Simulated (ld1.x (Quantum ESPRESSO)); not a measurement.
## Building the RRKJ potential for Tm (Z = 69) (LDA (PZ), scalar-relativistic).

ld1.x (Quantum ESPRESSO) 7.5 input, shortened:

```
&input
   title='Tm', zed=69., rel=1, dft='PZ', iswitch=3,
   config='[Xe] 4f12 5d1 6s1.5 6p0.5'
 /
 &inputp
   pseudotype=2, tm=.false., rho0=0.001, lloc=0,
   nlcc=.false.
 /
3
5P  2  1   6.00   0.00  1.70  1.70  0.0
5D  3  2   1.00   0.00  2.30  2.30  0.0
5S  1  0   2.00   0.00  1.20  1.20  0.0
 &test
   configts(1)='5s2 5p6 5d1 6s1.5 6p0.5'
 /
```

Occupied shells without a wave of their own: 6p, 6s. They enter only through the test configuration that unscreens the potential.

Poles of the logarithmic derivatives, all-electron (AE) and pseudo (PS). s: poles at -4.2, 3.8 (AE) and -4.2, 3.7 (PS) Ry. p: poles at -2.0 (AE) and -2.0 (PS) Ry. d: poles at 1.0 (AE) and 1.0 (PS) Ry. Test radius 2.52 bohr.

* Cutoffs needed: 90 Ry and 160 Ry (the cutoffs (Ry, on a coarse ladder) from which the occupation-weighted sum of valence levels, in a spherical-Bessel basis at the reference potential, stays within 10 and 1 mRy of its value at 400 Ry)
* Ghost test: no extra level below or beside the all-electron valence levels (p, d, s, f tested) (spherical-Bessel basis up to 400 Ry, 20 bohr box)
* Largest excitation error: -212 meV (all-electron minus pseudo) for 5s2 5p6 5d0 6s0 6p0, out of 7 test configurations
